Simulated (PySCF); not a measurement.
# Working out the ionisation energy of Ru²⁺

Ru²⁺ [Kr] 4d6 (5D) → Ru³⁺ [Kr] 4d5 (6S). All numbers are calculated (PySCF 2.14, a scalar-relativistic core potential, in def2-QZVPPD with the def2 core potential (28 electrons) (7s5p4d4f2g, 88 functions)). Frozen: 4s2 4p6. Energies in hartree (1 hartree = 27.21139 eV):

```json
{"part": "UHF", "Ru²⁺ (lower)": "-93.343323", "Ru³⁺ (upper)": "-92.366858"}
{"part": "CCSD correlation", "Ru²⁺ (lower)": "-0.116842", "Ru³⁺ (upper)": "-0.070292"}
{"part": "(T)", "Ru²⁺ (lower)": "-0.002529", "Ru³⁺ (upper)": "-0.000755"}
```

Q: What does Hartree-Fock give?

A: (-92.366858) − (-93.343323) = 0.976465 hartree = 26.571 eV.

Q: What do CCSD and CCSD(T) give?

A: The CCSD correlation energies differ by 0.046550 hartree = 1.267 eV and the triples by 0.001774 hartree = 0.048 eV, so CCSD gives 27.838 eV and CCSD(T) 27.886 eV.

Reference: 28.47 eV (semi-empirical (NIST evaluation); NIST Atomic Spectra Database, ionization energies), between the lowest levels; spin-orbit coupling is absent from the calculation.

What remains against the reference includes basis incompleteness, the frozen core and higher excitations.
